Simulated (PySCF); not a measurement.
**Polarisability and C₆ of As (arsenic, neutral)**

[Ar] 3d10 4s2 4p3, high-spin 4S determinant. All numbers are calculated (PySCF 2.14, the non-relativistic Hamiltonian (point nucleus), in dyall-av2z (16s12p8d, 92 functions)). Coupled (time-dependent) response in atomic units; α is the mean over directions. A double-zeta set is small for polarisabilities.

```
method  mean α (bohr³)  C₆ (like pair)  S(−4)
   UHF           30.04           259.2  237.1
   PBE           32.14           278.1  311.1
  PBE0           31.07           267.7  274.3
 HSE06           31.27           269.7  279.9
```

S(−4) is the Cauchy moment in α(ω) = α(0) + S(−4) ω² + …

Reference α: 30 ± 1 bohr³ (recommended; Schwerdtfeger and Nagle, table of static dipole polarizabilities (2023 update)). Published C₆: 246.0 (Chu and Dalgarno (2004); Tang, Norbeck and Certain (1976)).

α(iu) at PBE:

```
u (hartree)  α(iu) (bohr³)
          0          32.14
     0.0500          31.39
      0.100          29.41
      0.200          23.90
      0.300          18.63
      0.500          11.30
      0.750          6.569
       1.00          4.209
       1.50          2.126
       2.00          1.279
       3.00         0.6166
       5.00         0.2475
```

A single London oscillator, α(iu) = α/(1 + u²/ω²), gives C₆ = (3/4) ω α². Matching the computed C₆ needs ω = 4 × 278.1 / (3 × 32.14²) = 0.359 hartree.
